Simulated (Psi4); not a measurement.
C5H11O2 (SMILES CC(C)(C)C(O)=[OH+]), charge +1, singlet, geometry from GFN2-xTB; PBE0/STO-3G run with Psi4.

Input for Psi4:
```
memory 2 GB

molecule mol {
1 1
  C    -1.111225   -0.172881   -1.333807
  C    -0.570103   -0.169962    0.119856
  C    -1.336952    0.852393    0.959214
  C    -0.664673   -1.575676    0.713836
  C     0.853973    0.243091   -0.065745
  O     1.125764    1.489891   -0.060544
  O     1.722929   -0.666886   -0.278505
  H    -0.581376   -0.889988   -1.955304
  H    -2.156520   -0.466599   -1.291276
  H    -1.053483    0.815118   -1.782988
  H    -2.377516    0.549986    1.022781
  H    -1.295530    1.843415    0.517408
  H    -0.937036    0.901526    1.968195
  H    -0.244187   -1.600832    1.715310
  H    -1.709248   -1.863595    0.778867
  H    -0.146921   -2.305008    0.098174
  H     2.038603    1.784753   -0.248312
  H     2.647558   -0.414606   -0.470577
}

set basis sto-3g
set reference rks
set scf_type pk
set puream true
set d_convergence 1e-8
set dft_radial_points 99
set dft_spherical_points 590

energy('pbe0')
print_variables()
```

The log (banner, timings and long lists left out):

```
   => Loading Basis Set <=

    Name: STO-3G
    Role: ORBITAL
    Keyword: BASIS

         ---------------------------------------------------------
                                   SCF
               by Justin Turney, Rob Parrish, Andy Simmonett
                          and Daniel G. A. Smith
                              RKS Reference
         ---------------------------------------------------------

  ==> Geometry <==

    Molecular point group: c1
    Full point group: C1

    Geometry (in Angstrom), charge = 1, multiplicity = 1:

       Center              X                  Y                   Z               Mass
    ------------   -----------------  -----------------  -----------------  -----------------
         C           -1.167064215182    -0.188682617654    -1.330433008556    12.000000000000
         C           -0.625942215182    -0.185763617654     0.123229991444    12.000000000000
         C           -1.392791215182     0.836591382346     0.962587991444    12.000000000000
         C           -0.720512215182    -1.591477617654     0.717209991444    12.000000000000
         C            0.798133784818     0.227289382346    -0.062371008556    12.000000000000
         O            1.069924784818     1.474089382346    -0.057170008556    15.994914619570
         O            1.667089784818    -0.682687617654    -0.275131008556    15.994914619570
         H           -0.637215215182    -0.905789617654    -1.951930008556     1.007825032230
         H           -2.212359215182    -0.482400617654    -1.287902008556     1.007825032230
         H           -1.109322215182     0.799316382346    -1.779614008556     1.007825032230
         H           -2.433355215182     0.534184382346     1.026154991444     1.007825032230
         H           -1.351369215182     1.827613382346     0.520781991444     1.007825032230
         H           -0.992875215182     0.885724382346     1.971568991444     1.007825032230
         H           -0.300026215182    -1.616633617654     1.718683991444     1.007825032230
         H           -1.765087215182    -1.879396617654     0.782240991444     1.007825032230
         H           -0.202760215182    -2.320809617654     0.101547991444     1.007825032230
         H            1.982763784818     1.768951382346    -0.244938008556     1.007825032230
         H            2.591718784818    -0.430407617654    -0.467203008556     1.007825032230

  Running in c1 symmetry.

  Rotational constants: A =      0.10936  B =      0.07928  C =      0.06564 [cm^-1]
  Rotational constants: A =   3278.49694  B =   2376.88350  C =   1967.93777 [MHz]
  Nuclear repulsion =  343.554110972304954

  Charge       = 1
  Multiplicity = 1
  Electrons    = 56
  Nalpha       = 28
  Nbeta        = 28

  ==> Algorithm <==

  SCF Algorithm Type is PK.
  DIIS enabled.
  MOM disabled.
  Fractional occupation disabled.
  Guess Type is SAD.
  Energy threshold   = 1.00e-06
  Density threshold  = 1.00e-08
  Integral threshold = 1.00e-12

  ==> Primary Basis <==

  Basis Set: STO-3G
    Blend: STO-3G
    Number of shells: 32
    Number of basis functions: 46
    Number of Cartesian functions: 46
    Spherical Harmonics?: true
    Max angular momentum: 1

  ==> DFT Potential <==

   => LibXC <=

    Version 7.1.2
    S. Lehtola, C. Steigemann, M. J. T. Oliveira, and M. A. L. Marques,  SoftwareX 7, 1–5 (2018) (10.1016/j.softx.2017.11.002)

   => Composite Functional: PBE0 <=

    PBE0 Hyb-GGA Exchange-Correlation Functional

    C. Adamo and V. Barone,  J. Chem. Phys. 110, 6158 (1999) (10.1063/1.478522)
    M. Ernzerhof and G. E. Scuseria,  J. Chem. Phys. 110, 5029 (1999) (10.1063/1.478401)

    Deriv               =              1
    GGA                 =           TRUE
    Meta                =          FALSE

    Exchange Hybrid     =           TRUE
    MP2 Hybrid          =          FALSE

   => Exchange Functionals <=

    0.7500   Perdew, Burke & Ernzerhof

   => Exact (HF) Exchange <=

    0.2500               HF

[...]
      Number of basis functions:        46

      Integral cutoff                 1.00e-12
      Number of threads:                 1

  Performing in-core PK
  Using 1169642 doubles for integral storage.
  We computed 131411 shell quartets total.
  Whereas there are 139656 unique shell quartets.

  ==> DiskJK: Disk-Based J/K Matrices <==

    J tasked:                  Yes
    K tasked:                  Yes
    wK tasked:                  No
    Schwarz Cutoff:          1E-12

  Minimum eigenvalue in the overlap matrix is 1.9751029929E-01.
  Reciprocal condition number of the overlap matrix is 7.5255277575E-02.
    Using symmetric orthogonalization.

  ==> Pre-Iterations <==

  SCF Guess: Superposition of Atomic Densities via on-the-fly atomic UHF (no occupation information).

   -------------------------
    Irrep   Nso     Nmo
   -------------------------
     A         46      46
   -------------------------
    Total      46      46
   -------------------------

  ==> Iterations <==

                        Total Energy        Delta E     RMS |[F,P]|

   @RKS iter SAD:  -339.36452830566424   -3.39365e+02   0.00000e+00
   @RKS iter   1:  -342.51166376635456   -3.14714e+00   7.32003e-03 ADIIS/DIIS
   @RKS iter   2:  -342.51684304576844   -5.17928e-03   7.87974e-03 ADIIS/DIIS
   @RKS iter   3:  -342.59050586796326   -7.36628e-02   7.30635e-04 ADIIS/DIIS
   @RKS iter   4:  -342.59118217594141   -6.76308e-04   1.53033e-04 ADIIS/DIIS
   @RKS iter   5:  -342.59121820351567   -3.60276e-05   1.77800e-05 DIIS
   @RKS iter   6:  -342.59121856864084   -3.65125e-07   7.65185e-06 DIIS
   @RKS iter   7:  -342.59121864727933   -7.86385e-08   4.03077e-07 DIIS
   @RKS iter   8:  -342.59121864756986   -2.90527e-10   1.24433e-07 DIIS
   @RKS iter   9:  -342.59121864758839   -1.85310e-11   5.39153e-08 DIIS
   @RKS iter  10:  -342.59121864759226   -3.86535e-12   1.37724e-08 DIIS
   @RKS iter  11:  -342.59121864759197    2.84217e-13   3.88898e-09 DIIS
  Energy and wave function converged.

  ==> Post-Iterations <==

   Electrons on quadrature grid:
      Ntotal   =   55.9999939035 ; deviation = -6.097e-06

    Orbital Energies [Eh]
    ---------------------

    Doubly Occupied:

[...]
      28A     -0.482611

    Virtual:

[...]
    Final Occupation by Irrep:
              A
    DOCC [    28 ]
    NA   [    28 ]
    NB   [    28 ]

  @RKS Final Energy:  -342.59121864759197

   => Energetics <=

    Nuclear Repulsion Energy =            343.5541109723049544
    One-Electron Energy =               -1135.4081681874922651
    Two-Electron Energy =                 485.4925332628403680
    DFT Exchange-Correlation Energy =     -36.2296946952450014
    Empirical Dispersion Energy =           0.0000000000000000
    VV10 Nonlocal Energy =                  0.0000000000000000
    Total Energy =                       -342.5912186475919725

Computation Completed

Properties will be evaluated at   0.000000,   0.000000,   0.000000 [a0]

Properties computed using the SCF density matrix

 Multipole Moments:

 ------------------------------------------------------------------------------------
     Multipole            Electronic (a.u.)      Nuclear  (a.u.)        Total (a.u.)
 ------------------------------------------------------------------------------------

 L = 1.  Multiply by 2.5417464519 to convert [e a0] to [Debye]
 Dipole X            :          8.2468051           -6.0146718            2.2321332
 Dipole Y            :          2.3631567           -1.7020616            0.6610951
 Dipole Z            :         -0.7895804            0.3634463           -0.4261340
 Magnitude           :                                                    2.3666550

 ------------------------------------------------------------------------------------

  Variable Map:
  ----------------------------------------------------------------------------
[...]
  Array Variable Map:
  ----------------------------------------------------------------------------
[...]
[...]
```
